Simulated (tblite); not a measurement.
Species: C4H6NSi (doublet state).
Numbering: `[CH:1]#[C:2][SiH2:3][CH2:4][CH:5]=[N:6]` (hydrogens: H7 on C1; H8, H9 on Si3; H10, H11 on C4; H12 on C5)
Bond orders are those of one Lewis drawing.

Computed with GFN2-xTB (tblite), gas phase: L-BFGS steps from a force-field or distance-geometry start until the largest atomic force falls under 0.01 eV/Å.

The end geometry, which sets the zero of energy:
```
atom  x, y, z in Å
C1      2.6605   -0.3840    0.6222
C2      1.7379    0.0368   -0.0248
Si3     0.2983    0.6747   -0.9968
C4     -1.2187   -0.3455   -0.4190
C5     -1.4296   -0.1431    1.0549
N6     -2.2848    0.5407    1.5931
H7      3.4715   -0.7500    1.1847
H8      0.5115    0.3979   -2.4214
H9      0.0969    2.0942   -0.7093
H10    -2.1157   -0.0341   -0.9529
H11    -1.0493   -1.4055   -0.6088
H12    -0.6774   -0.6828    1.6519
```

**Question.** These geometries come from the run, each turned onto the end geometry. Order them by energy, lowest first.
A.
```
atom  x, y, z in Å
C1      2.6680   -0.4261    0.5862
C2      1.7492    0.0352   -0.0382
Si3     0.2987    0.6941   -0.9804
C4     -1.2046   -0.3502   -0.4097
C5     -1.4590   -0.1149    1.0525
N6     -2.3912    0.4842    1.5617
H7      3.4763   -0.8104    1.1398
H8      0.5082    0.4263   -2.4061
H9      0.0993    2.1113   -0.6722
H10    -2.1002   -0.0981   -0.9770
H11    -0.9852   -1.4083   -0.5583
H12    -0.6583   -0.5439    1.6754
```
B.
```
atom  x, y, z in Å
C1      2.8937   -0.4531    0.3762
C2      1.8643    0.0053   -0.0438
Si3     0.3297    0.6853   -0.8194
C4     -1.1622   -0.4313   -0.3387
C5     -1.7046   -0.0263    1.0027
N6     -2.6606    0.7014    1.2291
H7      3.7876   -0.8585    0.7528
H8      0.4877    0.5652   -2.2736
H9      0.1024    2.0559   -0.3614
H10    -1.9498   -0.3159   -1.0852
H11    -0.8628   -1.4795   -0.3035
H12    -1.1243   -0.4491    1.8387
```
C.
```
atom  x, y, z in Å
C1      2.7009   -0.4729    0.5211
C2      1.7716    0.0281   -0.0559
Si3     0.3014    0.7137   -0.9470
C4     -1.1620   -0.3901   -0.3813
C5     -1.5205   -0.0684    1.0427
N6     -2.5074    0.5320    1.4347
H7      3.5235   -0.8959    1.0242
H8      0.4850    0.5404   -2.3916
H9      0.0745    2.1083   -0.5698
H10    -2.0348   -0.2299   -1.0129
H11    -0.8771   -1.4411   -0.4392
H12    -0.7539   -0.4249    1.7488
```
D.
```
atom  x, y, z in Å
C1      2.9022   -0.4507    0.3244
C2      1.8842    0.0080   -0.1219
Si3     0.3248    0.7183   -0.8181
C4     -1.0894   -0.4696   -0.2869
C5     -1.7540   -0.0175    0.9860
N6     -2.5055    0.9328    1.1386
H7      3.7945   -0.8498    0.7153
H8      0.4002    0.6759   -2.2806
H9      0.1115    2.0637   -0.2968
H10    -1.8481   -0.4721   -1.0689
H11    -0.7190   -1.4860   -0.1668
H12    -1.5003   -0.6537    1.8495
```
E.
```
atom  x, y, z in Å
C1      2.8064   -0.4644    0.4494
C2      1.8198   -0.0261   -0.0814
Si3     0.3143    0.6816   -0.8924
C4     -1.1699   -0.4119   -0.3654
C5     -1.6190   -0.0383    1.0193
N6     -2.6303    0.5716    1.3249
H7      3.6695   -0.8516    0.9125
H8      0.4626    0.5800   -2.3457
H9      0.1384    2.0547   -0.4178
H10    -2.0039   -0.2703   -1.0507
H11    -0.8875   -1.4648   -0.3664
H12    -0.8993   -0.3613    1.7875
```

**Answer.** A (0.003 eV), C (0.008 eV), E (0.016 eV), B (0.029 eV), D (0.059 eV).

In the order of the answer:

| step | E above end (eV) | largest force (eV/Å) | rms force component (eV/Å) | rms distance from end (Å) | rms bond change (Å) | bond most changed (Å) |
| --- | --- | --- | --- | --- | --- | --- |
| 100 | 0.003 | 0.04 | 0.017 | 0.072 | 0.001 | Si3–H9 +0.002 |
| 85 | 0.008 | 0.03 | 0.010 | 0.183 | 0.000 | Si3–C4 +0.001 |
| 65 | 0.016 | 0.06 | 0.019 | 0.277 | 0.001 | Si3–H8 -0.002 |
| 42 | 0.029 | 0.16 | 0.045 | 0.365 | 0.002 | Si3–C4 +0.007 |
| 27 | 0.059 | 0.11 | 0.029 | 0.476 | 0.002 | Si3–C4 +0.005 |

What follows is the cost of the whole relaxation. The run took 0.46 s of wall time on one thread of an Arm Neoverse V2 (shared host).
